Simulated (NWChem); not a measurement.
## Basis-set dependence for BN

```xyz
2

B      0.0000     0.0000     0.7682
N      0.0000     0.0000    -0.5487
```
Charge 0, spin multiplicity 3.

Program: NWChem. All single points use one geometry, from UPBE0/def2-SVP, a minimum by its harmonic frequencies.

Hartree-Fock energies in Ha, correlation energies in mHa.

The correlated methods keep 2 core orbitals frozen. This spin state was chosen for the runs; another may lie lower. The structure started from a generated list of species. The unpaired electrons of the parent sit in orbitals of symmetry a1 and b1 (C2v labels of the run); other states weren't searched. No SCF solution was tested for a lower state. Open-shell Hartree-Fock references start from PBE0 orbitals. Coupled-cluster values serve here as a point of comparison, not as the truth.

| basis | functions | UHF | UMP2 | SCS-UMP2 | CCSD on ROHF | CCSD[T] on ROHF | CCSD(T) on ROHF | URI-MP2 | CCSD on UHF | CCSD[T] on UHF | CCSD(T) on UHF |
|---|---|---|---|---|---|---|---|---|---|---|---|
| STO-3G | 10 | -77.94355 | -74.6 | -70.8 | -107.5 | -116.4 | -113.0 | not run | not run | not run | not run |
| cc-pVDZ | 28 | -78.99694 | -176.7 | -170.2 | -202.9 | -214.2 | -212.4 | -176.7 | -199.0 | -209.0 | -207.5 |
| cc-pVTZ | 60 | -79.01517 | -219.6 | -214.0 | -243.3 | -258.6 | -257.0 | -219.6 | -238.8 | -252.8 | -251.5 |
| cc-pVQZ | 110 | -79.02073 | -235.8 | -231.5 | -256.8 | -273.1 | -271.6 | -235.8 | not run | not run | not run |

From cc-pVTZ to cc-pVQZ the Hartree-Fock energy moves by -5.6 mHa and the UMP2 correlation energy by -16.2 mHa, which is 7 % of its value in the larger set.
